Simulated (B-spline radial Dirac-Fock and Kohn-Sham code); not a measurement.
# Elastic scattering of 120 keV electrons by neutral praseodymium

Calculated with a radial B-spline solver, using relativistic (Dirac) partial waves in the static field of the Dirac-Fock atom with Furness-McCarthy exchange, without polarisation or absorption potentials.

| θ (°) | dσ/dΩ (a₀²/sr) | Sherman function |
| --- | --- | --- |
| 0 | 1440 | 0.000 |
| 0.5 | 432 | 0.000 |
| 1 | 134 | 0.000 |
| 2 | 25.9 | 0.000 |
| 4 | 3.28 | 0.000 |
| 8 | 0.322 | 0.001 |
| 12 | 0.0788 | 0.002 |
| 16 | 0.0285 | 0.003 |
| 24 | 0.00669 | 0.004 |
| 32 | 0.00242 | 0.000 |
| 45 | 0.000744 | -0.020 |
| 60 | 0.000281 | -0.064 |
| 75 | 0.000135 | -0.121 |
| 90 | 7.53e-05 | -0.182 |
| 105 | 4.70e-05 | -0.233 |
| 120 | 3.22e-05 | -0.260 |
| 135 | 2.40e-05 | -0.252 |
| 150 | 1.95e-05 | -0.202 |
| 165 | 1.71e-05 | -0.113 |
| 180 | 1.64e-05 | 0.000 |

The total elastic cross section is 0.684 a₀², the first transport cross section 0.00226 a₀² and the second, weighted with (3/2) sin²θ, 0.00546 a₀². The mean deflection is ⟨1 − cos θ⟩ = 0.00330, and 0.034 % of the collisions scatter beyond 90°.
